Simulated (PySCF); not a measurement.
## Input and output

[Ce(NH2)4]− (singlet in the valence; each metal's 4f electrons, 1 of them, lie in its core potential, out of spins and levels). PySCF 2.14.0, RKS PBE0, Ce lcecp-1-SVP with ECP47, N def2-SVP, H def2-SVP; non-relativistic Hamiltonian with scalar-relativistic core potentials where named; density fitting; no spin-orbit coupling. The geometry is an unrelaxed template.

```python
mol = gto.M(atom='''
Ce     0.00000     0.00000     0.00000
N      1.35490     1.35490     1.35490
H      1.69550     1.10860     2.28240
H      1.69550     2.28240     1.10860
N     -1.35490    -1.35490     1.35490
H     -1.69550    -1.10860     2.28240
H     -1.69550    -2.28240     1.10860
N      1.35490    -1.35490    -1.35490
H      1.69550    -2.28240    -1.10860
H      1.69550    -1.10860    -2.28240
N     -1.35490     1.35490    -1.35490
H     -1.69550     2.28240    -1.10860
H     -1.69550     1.10860    -2.28240''',
    basis={'Ce': 'lcecp-1-SVP', 'N': 'def2-SVP', 'H': 'def2-SVP'},
    ecp={'Ce': 'lcecp-1-SVP'},
    charge=-1, spin=0)
mf = dft.RKS(mol, xc='PBE0')
mf.grids.atom_grid = (50, 194)  # f atoms: unpruned, at least (60, 302)
mf = mf.density_fit()  # fitting sets: Ce AutoAux, N def2-universal-JKFIT, H def2-universal-JKFIT
mf.conv_tol = 1e-08; mf.max_cycle = 55
mf.kernel(dm0)  # dm0: free metal ions and neutral atoms
```

Run from Python with OMP_NUM_THREADS=2; the lines above give its settings. Where DIIS fails, smearing, a level shift and second-order steps follow.
It took 4.8 s on 2 threads of Arm Neoverse V2, on a shared host, peak memory 0.83 GiB.

Q: Where do the frontier levels lie, over both spins?

A: HOMO -0.99 eV, LUMO 3.50 eV. The 4f levels lie in the core potential and are missing.

Q: What does the SCF print?

A: 
```
init E= -261.991347322794
cycle= 1 E= -255.555528483366  delta_E= 6.44  |g|= 0.913  |ddm|= 3.86
cycle= 2 E= -255.40346219739  delta_E= 0.152  |g|= 1.22  |ddm|= 1.71
cycle= 3 E= -255.742662679033  delta_E= -0.339  |g|= 0.12  |ddm|= 1.11
cycle= 4 E= -255.746071916239  delta_E= -0.00341  |g|= 0.0216  |ddm|= 0.215
...
cycle= 7 E= -255.746230428341  delta_E= -1.77e-08  |g|= 6.23e-05  |ddm|= 0.000425
cycle= 8 E= -255.746230429565  delta_E= -1.22e-09  |g|= 2.62e-06  |ddm|= 0.000109
Extra cycle  E= -255.746230429567  delta_E= -2.27e-12  |g|= 2.1e-06  |ddm|= 7.53e-06
converged SCF energy = -255.746230429567
```

Q: What are the Mulliken charges and spins?

A: 
| atom | charge (e) | spin (e) |
| --- | --- | --- |
| Ce1 | 0.763 | 0.000 |
| N2 | -0.591 | 0.000 |
| H3 | 0.075 | 0.000 |
| H4 | 0.075 | 0.000 |
| N5 | -0.591 | 0.000 |
| H6 | 0.075 | 0.000 |
| H7 | 0.075 | 0.000 |
| N8 | -0.591 | 0.000 |
| H9 | 0.075 | 0.000 |
| H10 | 0.075 | 0.000 |
| N11 | -0.591 | 0.000 |
| H12 | 0.075 | 0.000 |
| H13 | 0.075 | 0.000 |
The spin of the 4f electrons in the core isn't counted.

An lcecp potential fixes the number of 4f electrons, so in runs with it no electron can move into or out of that shell.
